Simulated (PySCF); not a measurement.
# Frontier orbitals and the lowest excitations

CH11ClSi4.
Numbering: `[SiH3:1][SiH2:2][C@@H:3]([SiH3:4])[SiH2:5][Cl:6]` (hydrogens: H7, H8, H9 on Si1; H10, H11 on Si2; H12 on C3; H13, H14, H15 on Si4; H16, H17 on Si5)

Computed, not measured: PySCF, TDDFT CAM-B3LYP/def2-SVPD, vertical, gas phase, core orbitals frozen in the response. One conformer (not necessarily the lowest) at the GFN2-xTB geometry, without solvent, vibrations or thermal averaging. Torsions of this conformer, `[SiH3:1][SiH2:2][C@@H:3]([SiH3:4])[SiH2:5][Cl:6]`: Si1–Si2–C3–Si4 -66°, Si2–C3–Si5–Cl6 54°.

Frontier orbitals with the atoms that hold most of them (Löwdin shares over 4%, at most four atoms; ? is withheld):

| orbital | ε (eV) | atoms |
| --- | --- | --- |
| HOMO-3 | -10.43 | Cl6 42%, Si5 11%, C3 11%, Si4 7% |
| HOMO-2 | -10.16 | C3 19%, Cl6 18%, Si2 15%, H10 12% |
| HOMO-1 | -9.94 | ? |
| HOMO | -9.87 | Si1 28%, Si2 26%, C3 12%, Cl6 6% |
| LUMO | 0.59 | ? |
| LUMO+1 | 0.71 | Si5 22%, Cl6 18%, Si4 12%, C3 7% |
| LUMO+2 | 0.94 | Si2 26%, Si1 21%, Si4 8%, H10 6% |

Q: Which atoms hold the HOMO-1, and with what shares?

A: C3 (bonded to 3 Si and H) 27%; Cl6 (bonded to Si) 22%; Si5 (bonded to C, Cl and 2 H) 13%; Si2 (bonded to C, Si and 2 H) 9%. By element: carbon 27%, chlorine 22%, silicon 22% or more.

Q: Give the leading atoms of the LUMO.

A: Si2 (bonded to C, Si and 2 H) 17%; Si1 (bonded to Si and 3 H) 13%; Si4 (bonded to C and 3 H) 11%; C3 (bonded to 3 Si and H) 8%. By element: silicon 42% or more, carbon 8%.

Q: How does S1 compare with the orbital gap of 10.46 eV?

A: S1 is at 7.32 eV (f = 0.022), 3.14 eV below the gap, made of HOMO→LUMO (74%). 

Q: Give energy, strength and leading configuration of S1 and S6, and follow the Löwdin shares of the leading atoms from the occupied to the empty orbital.

A: 
- S1 (7.32 eV, f 0.022), HOMO→LUMO (74%): Si1 28% → 13%, Si2 26% → 17%
- S6 (7.72 eV, f 0.050), HOMO-2→LUMO (71%): C3 19% → 8%, Cl6 18% → at most 9%, Si2 15% → 17%, Si1 at most 12% → 13%

Without π bonds the low states are Rydberg-like; a valence basis with one diffuse set may place them up to an eV too high.
